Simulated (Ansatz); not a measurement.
Cost and result up the ladder for the cluster Pb₃F₆ (9 atoms). The state is a singlet with charge 0. Geometry: B3LYP-D4/def2-SVP.

| atom | x (Å) | y (Å) | z (Å) |
| --- | --- | --- | --- |
| Pb1 | -1.756 | -0.783 | -0.843 |
| Pb2 | 0.071 | 2.010 | 0.599 |
| Pb3 | 1.685 | -1.227 | 0.244 |
| F4 | -1.709 | 0.623 | 0.958 |
| F5 | -0.459 | -1.883 | 0.683 |
| F6 | 0.350 | -1.229 | -1.610 |
| F7 | -0.899 | 1.277 | -1.335 |
| F8 | 1.764 | 0.934 | -0.494 |
| F9 | 0.954 | 0.278 | 1.799 |

Ansatz on 4 threads of Intel Xeon 6975P-C on a shared host. Times are rough, and most runs start from the orbitals of an earlier one. ωB97M-V/def2-TZVPD serves as the yardstick here, not as an exact answer. Differences are given only for rows in sets of like size (and for xTB, whose basis is part of the method), since another set adds its own error. Binding counts from free atoms at the same level (Pb triplet, F doublet; other spins of the atoms weren't run), without zero-point energy or a counterpoise term.

In the def2 sets Pb takes a core potential; there is no spin–orbit coupling. Correlated methods freeze 18 core orbitals; core or outer-core shells of Pb are correlated, in sets that lack core-valence functions. The rows differ in basis, and correlated rows in double-zeta sets carry the largest basis error. The structure comes from a short search, and lower isomers may exist.

Correlated methods converge slowly with the basis, most of all in double-zeta sets.

```
                            level  functions  binding energy per atom (eV)  difference from ωB97M-V/def2-TZVPD (eV)
                 PBE0-D4/def2-SVP        162                          3.62                                        –
                PBE0-D4/def2-TZVP        336                          3.59                                    -0.09
r2SCAN-D4/def2-TZVP (with forces)        336                          3.73                                     0.05
                    MP2/def2-TZVP        336                          3.76                                     0.07
                 CCSD(T)/def2-SVP        162                          3.36                                        –
                ωB97M-V/def2-TZVP        336                          3.68                                     0.00
                RPA@PBE/def2-TZVP        336                          3.23                                    -0.45
               PBE0-D4/def2-TZVPD        408                          3.60                                    -0.09
                  PBE-D4/def2-SVP        162                          3.91                                        –
                 PBE-D4/def2-TZVP        336                          3.87                                     0.18
                 B2PLYP/def2-TZVP        336                          3.64                                    -0.05
                PBE-D4/def2-TZVPD        408                          3.87                                     0.18
               ωB97M-V/def2-TZVPD        408                          3.69                                     0.00
                ωB97X-V/def2-TZVP        336                          3.72                                     0.04
```

**Question.** Estimate how long each takes.

**Answer.** PBE-D4/def2-SVP 1.1 s; PBE0-D4/def2-SVP 2.1 s; PBE-D4/def2-TZVP 2.9 s; PBE-D4/def2-TZVPD 4.3 s; r2SCAN-D4/def2-TZVP (with forces) 6.5 s; PBE0-D4/def2-TZVP 7.5 s; PBE0-D4/def2-TZVPD 10 s; MP2/def2-TZVP 12 s; ωB97X-V/def2-TZVP 12 s; B2PLYP/def2-TZVP 13 s; RPA@PBE/def2-TZVP 13 s; ωB97M-V/def2-TZVP 14 s; ωB97M-V/def2-TZVPD 23 s; CCSD(T)/def2-SVP 36 s. On shared hardware such times vary by a factor of up to 3.
